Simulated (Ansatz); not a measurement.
## A basis-limit estimate, worked out

An elementary step of SiH$_{3}$OF$_{3}$, closed shell (SiHOF₃ ([OH][Si]([F])([F])[F]) + H₂ → SiHF₃ ([F][SiH]([F])[F]) + H₂O; bonds formed: Si1–H7, O2–H6; bonds broken: Si1–O2, H6–H7). “Start” is the structure reached by relaxing down from the saddle towards the reactants; PBE0-D4/def2-TZVP structures. The saddle:

```
8
angstrom
Si 0.3968 -0.1375 0.4142
O -0.8023 -0.2007 -0.9152
F 1.2568 -1.3161 -0.2518
F 0.0790 -0.8113 1.8098
F 1.4968 1.0055 0.3784
H -1.0921 0.7123 -0.3113
H -0.7618 1.0339 0.7267
H -0.5734 -0.2861 -1.8509
```

Ansatz 0.2.0; basis: def2-TZVPP and def2-QZVPP; cores frozen in the correlated methods.

Energies in eV:

| quantity | saddle | start |
| --- | --- | --- |
| Hartree–Fock, triple zeta (X = 3) | -18073.35707 | -18076.43847 |
| Hartree–Fock, quadruple zeta (X = 4) | -18074.12306 | -18077.23037 |
| MP2 correlation, X = 3 | -31.27023 | -30.65521 |
| MP2 correlation, X = 4 | -34.13787 | -33.50233 |
| CCSD(T) correlation, X = 3 | -32.44310 | -31.83536 |

Work out the barrier at the basis limit: extrapolate Hartree–Fock as E(X) = E∞ + A exp(−7.88 √X) and the MP2 correlation as E(X) = E∞ + B X^−2.97 (the exponents that Neese and Valeev fitted for def2-TZVPP and QZVPP), then add CCSD(T) − MP2 in triple zeta.

Each step is linear, so take the differences first (saddle − start): Hartree–Fock 3.08140 (X = 3) and 3.10731 (X = 4); MP2 correlation -0.61502 and -0.63554; CCSD(T) correlation -0.60774.
Two points give E∞ = E(4) + w [E(4) − E(3)], with w = 1/(exp(7.88 (2 − √3)) − 1) = 0.1377 for Hartree–Fock and w = 1/((4/3)^2.97 − 1) = 0.7407 for the correlation.
Hartree–Fock: 3.10731 + 0.1377 × 0.02591 = 3.1109 eV.
MP2 correlation: -0.63554 + 0.7407 × (-0.02052) = -0.6507 eV.
CCSD(T) − MP2: -0.60774 − (-0.61502) = 0.0073 eV.
Sum: 3.1109 + (-0.6507) + 0.0073 = 2.4675 eV, or 56.90 kcal/mol. Plain CCSD(T) in triple zeta gives 2.4737 eV, so the larger basis shifts the result by -0.0062 eV.

No T1 diagnostic of these runs exceeds 0.012.

Labels in which every atom is bracketed show which atoms are joined, not bond orders.

For scale, one of the runs: CCSD(T)/def2-TZVPP, 208 basis functions, launched by `ansatz run in.yaml --threads 4 --pin off --events-out ev --progress --plain --max-ram 9574MiB`. Hardware: 4 CPU threads of an Intel Xeon, shared host. Wall time 2.4 min; peak host memory 3.1 GiB.
